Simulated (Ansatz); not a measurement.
Isolated molecules relaxed with PBE0-D4/def2-TZVP in Ansatz; ΔE leaves out vibrations. CCSD(T)/CBS is the MP2 limit (def2-TZVPP, def2-QZVPP) plus CCSD(T) − MP2 in def2-TZVPP, frozen cores. This one scheme is used for every species, atoms too. DFT in def2-TZVPP. Open shells (•) are unrestricted, without spin–orbit coupling. Spin–orbit coupling would lower the free atoms: a little for C, Cl, Si. def2 core potentials past Kr. For Sb outer-core shells are correlated without core-valence functions, so the limit isn't a true one: a few kJ/mol of doubt a bond, and 10 to 20 or more in all where bonds break to atoms. One conformer a species, not always the lowest.

Reaction (atomization): `ClC[SiH2][SbH2]` → C• + Cl• + 6 H• + Sb• + Si•

(1) What is ΔE at CCSD(T)/CBS? (Best estimate.)

(2) What do these levels give: PBE, HF/def2-TZVPP, SCS-MP2/def2-TZVPP, MP2/def2-QZVPP, MP2/CBS(def2), CCSD/CBS(def2)? (An estimate is asked.)

Largest T1 diagnostic among the species: 0.012.

## Answers

(1) Ansatz gave: +30.24 eV.

(2) Ansatz gave: PBE 30.12, HF/def2-TZVPP 21.46, SCS-MP2/def2-TZVPP 29.30, MP2/def2-QZVPP 29.70, MP2/CBS(def2) 30.08, CCSD/CBS(def2) 29.79 eV.

In def2-TZVPP, CCSD(T) changes the Hartree–Fock value by +7.84 eV (the triples alone add +0.45 eV) and MP2 by +7.68 eV; breaking electron pairs costs correlation energy, which Hartree–Fock lacks. The D4 term adds +0.46 eV with B3LYP and +0.24 eV with PBE0; it sums over pairs of atoms, weighted by their polarisabilities, and B3LYP, whose exchange is more repulsive, gets the larger term.

B3LYP here is the variant with VWN-RPA as its local correlation; programs differ in this.

For atomizations the MP2-based limit and the directly extrapolated one differ by several kJ/mol either way, and by 10 to 25 for some Ge, Se and Sn compounds, so smaller differences from it don't rank the levels.
